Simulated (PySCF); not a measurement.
## Spinor energies of Ti⁺ (titanium, charge +1)

Start: [Ar] 3d1 4s1 5s1; 3d5/2 filled at m_j = +5/2; 4s1/2 filled at m_j = +1/2; 5s1/2 filled at m_j = +1/2. Calculated with PySCF 2.14 in x2c-SVPall-2c with one added diffuse shell each of s, d type (6s5p4d1f, 48 functions): generalised Hartree-Fock with the X2C-1e Hamiltonian and a Gaussian nucleus; one run each with spin-orbit coupling (SO) switched off, then screened by Boettger's factors. This is a chosen level, not necessarily the ground level.

| spinor shell | electrons | ε, spin-free (eV) | ε, screened SO (eV) | weight of nominal j (screened SO) | rms radius, screened SO (bohr) |
| --- | --- | --- | --- | --- | --- |
| 1s1/2 | 2 | -5037.6 | -5037.6 | 1.000 | 0.0805 |
| 2s1/2 | 2 | -610.88 | -610.88 | 1.000 | 0.350 |
| 2p1/2 | 2 | -506.80 | -510.68 | 0.997 | 0.318 |
| 2p3/2 | 4 | -506.80 | -504.89 | 0.999 | 0.321 |
| 3s1/2 | 2 | -98.604 | -98.608 | 1.000 | 1.07 |
| 3p1/2 | 2 | -67.935 | -67.271 | 0.749 | 1.16 |
| 3d5/2 | 1 | -30.151 | -30.132 | 1.000 | 1.42 |
| 4s1/2 | 1 | -17.725 | -17.726 | 1.000 | 3.36 |
| 5s1/2 | 1 | -6.102 | -6.102 | 1.000 | 7.37 |

Problem. Where does 3p3/2 lie, and what is the 3p spin-orbit splitting (screened SO)?

Solution. At -68.275 eV, -1.004 eV above 3p1/2.

| quantity | spin-free | screened SO |
| --- | --- | --- |
| E (hartree) | -851.97915 | -851.98274 |
| M_J | 7/2 | 7/2 |
| ⟨J²⟩ | 15.756 | 15.756 |
| ⟨L²⟩ | 6.006 | 6.006 |
| ⟨S²⟩ | 3.751 | 3.751 |

Each row is a mean over spinors that exchange with the open shell spreads, by up to 5.464 eV (3p3/2).

Rows whose weight is well below 1 are mixtures of j = l ± 1/2: exchange outweighs spin-orbit coupling there, and the label is only the starting occupation.

Without spin-orbit coupling the j labels of p, d and f shells carry no meaning; the spin-free column gives the mean over the occupied spinors of each nl shell.
